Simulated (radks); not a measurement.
The numbers below are computed, except where a source is named.
How relativity changes the ionisation of the cerium ion Ce+ ([Xe] 4f1 5d2) to Ce2+ ([Xe] 4f2). Spin-unpolarised spherical Kohn-Sham, PBE, point nucleus unless stated (finite: rms radius 4.8771 fm), a radial shooting solver on a logarithmic mesh with Libxc functionals. A level marked "c x" has the speed of light scaled by that factor and shares open shells by 2j + 1; other Dirac levels either fill j = l - 1/2 first or share by 2j + 1.

level                               E(Ce+) (hartree)  E(Ce2+) (hartree)  IE (eV)   HOMO  <r> HOMO (bohr)
non-rel.                                  -8569.0303         -8568.7546    7.500     5d            2.771
scalar-rel.                               -8860.2273         -8859.8767    9.539     5d            2.846
scalar-rel., finite nucleus               -8859.8085         -8859.4580    9.538     5d            2.845
Dirac, 2j+1 shares                        -8864.9539         -8864.6021    9.575  5d5/2            2.870
Dirac, low j first                        -8864.9699         -8864.6142    9.680  5d3/2            2.824
Dirac, 2j+1 shares, finite nucleus        -8864.5333         -8864.1815    9.575  5d5/2            2.870
Dirac, c x 0.85                           -8994.7414         -8994.3615   10.339  5d5/2            2.910
Dirac, c x 1.25                           -8752.0833         -8751.7584    8.841  5d5/2            2.834
Dirac, c x 10                             -8571.7367         -8571.4603    7.521  5d5/2            2.772

NIST Atomic Spectra Database: 10.96 eV (semi-empirical). The relativistic part of the total energy of Ce+ is -295.5 hartree (Dirac, 2j+1 shares, finite nucleus), 3.4 % of the non-relativistic value. Spin polarisation and multiplet splitting of open shells are left out at every level.

Beside tabulated values, note that relativity, absent from the non-relativistic runs, is large for the heavy elements, and spin-unpolarised runs miss the spin-polarisation part of the exchange energy of open shells.
